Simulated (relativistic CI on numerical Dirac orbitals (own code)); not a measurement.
**Eu²⁰⁺: q coefficients and field-shift factors**

These numbers are calculated, not measured: Dirac-Coulomb-Breit CI, KLI orbitals optimised for each configuration, derivatives by finite differences, unscaled Slater integrals, QED left out (own radial code, finite nucleus).

CI space (outside the closed core [Ar] 3d10): 4s2 4p6 4d7, 4s2 4p5 4d8, 4s2 4p6 4d6 4f, 4s2 4p4 4d9, 4s 4p6 4d8, 4s2 4p6 4d6 5s, 4p6 4d9, 4s 4p5 4d9. Levels of other configurations are missing.

With x = (α/α₀)² − 1 an excitation energy changes as ω = ω₀ + qx; K = 2q/ω₀ is the relative enhancement. Terms are leading LS components, so labels can repeat. The field-shift factor is F = δν/δ⟨r²⟩ for the transition from the lowest level.

Lowest level 4s2 4p6 4d7 4F_9/2.

```csv
Level,ω₀ (cm⁻¹),q (cm⁻¹),F (GHz/fm²)
4s2 4p6 4d7 2P_3/2,26832,-1218,-0.294
4s2 4p6 4d7 2D_5/2,35065,9824,0.159
4s2 4p6 4d7 4F_7/2,43510,49480,0.832
4s2 4p6 4d7 4F_3/2,63304,52120,0.87
4s2 4p6 4d7 4P_5/2,67165,52500,0.962
4s2 4p6 4d7 2G_9/2,67418,43680,0.807
4s2 4p6 4d7 4P_1/2,74231,48120,0.614
4s2 4p6 4d7 2H_11/2,87468,46480,1.01
4s2 4p6 4d7 2G_7/2,92158,56010,0.986
4s2 4p6 4d7 2D_5/2,111050,90470,1.47
4s2 4p6 4d7 2F_5/2,112638,43250,0.857
4s2 4p6 4d7 4P_3/2,112918,95550,1.55
4s2 4p6 4d7 2P_1/2,126642,99360,1.36
4s2 4p6 4d7 2H_9/2,132670,96960,1.81
4s2 4p6 4d7 2D_3/2,143405,66680,1.24
4s2 4p6 4d7 2F_7/2,145244,87900,1.54
4s2 4p6 4d7 2D_3/2,189553,129200,2.14
4s2 4p6 4d7 2D_5/2,195640,94120,1.85
4s2 4p5 4d8 4G°_11/2,987713,71320,5.77
4s2 4p5 4d8 2D°_5/2,999112,67880,5.32
4s2 4p5 4d8 4F°_9/2,1000348,65990,6.06
4s2 4p5 4d8 2F°_7/2,1011017,73810,5.11
4s2 4p5 4d8 2S°_1/2,1012124,65210,6.03
```

At this charge energies of transitions that change n are usually good to better than 1 %, and those within a shell (Δn = 0) to a few per cent. Terms inside the open d or f shell come out 10 to 20 % too wide with unscaled integrals.

Question: Which transition from the lowest level has the largest |K|?

Answer: 4s2 4p6 4d7 4F_7/2 at 43510 cm⁻¹, K = 2.27.
